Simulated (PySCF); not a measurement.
Se: ionisation energy

Se [Ar] 3d10 4s2 4p4 (3P) → Se⁺ [Ar] 3d10 4s2 4p3 (4S), as a difference of total energies. Computed with PySCF 2.14 in 6-31G* (5s4p3d, 32 functions), with the non-relativistic Hamiltonian (point nucleus). Correlated levels: valence: [Ar] 3d10 frozen. The calculations carry no spin-orbit coupling.

```json
{"method": "UHF", "ionisation energy (eV)": "8.519"}
{"method": "r2SCAN", "ionisation energy (eV)": "9.640"}
{"method": "B3LYP", "ionisation energy (eV)": "9.796"}
{"method": "MP2 (valence)", "ionisation energy (eV)": "8.885"}
{"method": "SCS-MP2 (valence)", "ionisation energy (eV)": "8.902"}
{"method": "CCSD (valence)", "ionisation energy (eV)": "8.904"}
{"method": "CCSD(T) (valence)", "ionisation energy (eV)": "8.915"}
```

Problem. How much does correlation contribute at CCSD(T) (valence)?

Solution. 8.915 − (8.519) = 0.396 eV, measured against UHF.

These non-relativistic numbers lack the scalar-relativistic shift.

Errors of the correlated levels include the incompleteness of this basis and the frozen core.

For comparison: 9.635 eV (measured; NIST levels, between the centres of gravity of the two terms).
